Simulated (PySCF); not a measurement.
PySCF input for Be(H)(Me) (CH₄Be), SMILES [BeH][CH3], IEF-PCM-PBE0/def2-TZVPD. Geometry: PBE0-D3(BJ)/def2-TZVPD.

```python
import numpy as np
from pyscf import gto, scf, dft
from pyscf.solvent import pcm

mol = gto.M(
    atom='''
    Be    0.00000000    0.00000000   -1.06906826
    H     0.00000000   -0.00000000   -2.40742563
    C    -0.00000000   -0.00000000    0.60562158
    H    -0.87976247    0.50793110    1.01665640
    H     0.87976247    0.50793110    1.01665641
    H     0.00000000   -1.01586219    1.01665641
    ''',
    basis='def2-TZVPD',
    charge=0,
    spin=0,
    max_memory=1600,
    verbose=3,
)
mf = dft.RKS(mol, xc='pbe0').density_fit(auxbasis='def2-universal-jkfit')
mf.grids.level = 3
mf.conv_tol = 1e-9
mf.max_cycle = 100
mf.kernel()
res = {}
for name, eps in {'water': 78.355, 'ethanol': 24.852, 'cyclohexanone': 15.619}.items():
    s = mf.PCM()
    s.with_solvent.method, s.with_solvent.eps, s.with_solvent.lebedev_order = 'IEF-PCM', eps, 29
    s.kernel(mf.make_rdm1())
    res[name] = (s.e_tot, eps, s.dip_moment(), s.mo_energy, s.converged)
    print(f'{name}: electrostatic solvation free energy {(s.e_tot - mf.e_tot) * 627.509474:.3f} kcal/mol')
```

Output:

```
converged SCF energy = -55.1731725537418

WARN: PCM is an experimental feature. It is still in testing.
Features and APIs may be changed in the future.

converged SCF energy = -55.1784057695612
Dipole moment(X, Y, Z, Debye): -0.00000,  0.00000,  0.65666
water: electrostatic solvation free energy -3.284 kcal/mol

WARN: PCM is an experimental feature. It is still in testing.
Features and APIs may be changed in the future.

converged SCF energy = -55.1781593214029
Dipole moment(X, Y, Z, Debye): -0.00000, -0.00000,  0.65603
ethanol: electrostatic solvation free energy -3.129 kcal/mol

WARN: PCM is an experimental feature. It is still in testing.
Features and APIs may be changed in the future.

converged SCF energy = -55.1779538551061
Dipole moment(X, Y, Z, Debye): -0.00000, -0.00000,  0.65533
cyclohexanone: electrostatic solvation free energy -3.000 kcal/mol
```

Self-consistency was reached.
